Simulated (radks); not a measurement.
Task: Radial electron density D(r) = 4 pi r^2 rho(r) of an atom or ion with 17 electrons. Method: Dirac Kohn-Sham, PBE, spin-unpolarised, spherical densities, finite nucleus; Fermi nuclear charge, rms radius of each element as measured or else 0.836 A^(1/3) + 0.57 fm; computed with a radial shooting solver on a logarithmic mesh with Libxc functionals.

```
   r/bohr * D(r) (the largest magnitude, 21.1, reaches the edge; | marks zero)
 0.005097 |  *
 0.005747 |   *
 0.006479 |   *
 0.007306 |    *
 0.008237 |      *
 0.009287 |       *
  0.01047 |         *
  0.01181 |           *
  0.01331 |             *
  0.01501 |                *
  0.01692 |                   *
  0.01908 |                       *
  0.02151 |                           *
  0.02426 |                               *
  0.02735 |                                   *
  0.03083 |                                       *
  0.03477 |                                           *
   0.0392 |                                               *
   0.0442 |                                                  *
  0.04983 |                                                     *
  0.05618 |                                                      *
  0.06335 |                                                     *
  0.07142 |                                                    *
  0.08053 |                                                 *
   0.0908 |                                              *
   0.1024 |                                          *
   0.1154 |                                       *
   0.1291 |                                     *
   0.1456 |                                     *
   0.1641 |                                       *
   0.1851 |                                          *
   0.2086 |                                              *
   0.2352 |                                                  *
   0.2652 |                                                     *
   0.2991 |                                                      *
   0.3372 |                                                    *
   0.3802 |                                               *
   0.4286 |                                       *
   0.4833 |                              *
   0.5449 |                      *
   0.6144 |                *
   0.6927 |            *
    0.781 |           *
   0.8806 |           *
   0.9929 |            *
    1.119 |             *
    1.262 |             *
    1.423 |            *
    1.605 |          *
    1.809 |       *
     2.04 |     *
      2.3 |   *
    2.593 | *
    2.924 |*
    3.297 |*
    3.717 *
    4.191 *
    4.725 *
    5.327 *
```

What is the nuclear charge?

Result: Z = 18. The innermost maximum, from 1s, lies near gamma/Z bohr with gamma = sqrt(1 - (Z/c)^2) = 0.991, here 0.0551 bohr (found: 0.0585), and its height grows with Z. The density is that of the argon ion Ar+ in [Ne] 3s2 3p5; the configuration itself is not fixed sharply by these data, and Z only to about a unit. D(r) has 3 maxima, at r = 0.0585, 0.292, 1.19 bohr, and minima at 0.141, 0.800 bohr, inside which lie 2.17, 10.36 electrons.
